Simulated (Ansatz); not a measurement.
Start from `B[AsH]N` and change one atom or group to get `N[AsH][SiH3]`.

Ansatz, PBE0-D4/def2-TZVP geometries, multiplicity 1. Each molecule was computed in one conformer, which needn't be the lowest.

Scalar relativity is left out up to krypton.

```csv
property,`B[AsH]N`
HOMO–LUMO gap (B3LYP/def2-TZVPP) / eV,4.61
HOMO–LUMO gap (PBE/def2-TZVPP) / eV,3.04
LUMO energy (PBE0/def2-TZVPP) / eV,-2.02
LUMO energy (PBE/def2-TZVPP) / eV,-2.91
size of the dipole moment (ωB97M-V/def2-TZVPP) / D,1.04
size of the dipole moment (B3LYP/def2-TZVPP) / D,1.01
```

(1) Give the same properties after the change, and the shifts. (Estimate.)

Results:

(1) Ansatz gave: 
```tsv
property	`N[AsH][SiH3]`	shift
HOMO–LUMO gap (B3LYP/def2-TZVPP) / eV	6.35	1.74
HOMO–LUMO gap (PBE/def2-TZVPP) / eV	4.78	1.74
LUMO energy (PBE0/def2-TZVPP) / eV	-0.33	1.69
LUMO energy (PBE/def2-TZVPP) / eV	-1.18	1.73
size of the dipole moment (ωB97M-V/def2-TZVPP) / D	1.27	0.23
size of the dipole moment (B3LYP/def2-TZVPP) / D	1.27	0.26
```

With PBE0 the HOMO falls by 0.10 eV and the LUMO rises by 1.69 eV, so the gap widens by about 1.79 eV. PBE moves the HOMO by -0.01 eV and ωB97M-V by -0.08 eV. The zero-point energy changes by 12.0 kJ/mol with +3 modes. Dipoles are sizes alone; their direction can turn.

B3LYP here is the variant with VWN-RPA as its local correlation; programs differ in this.
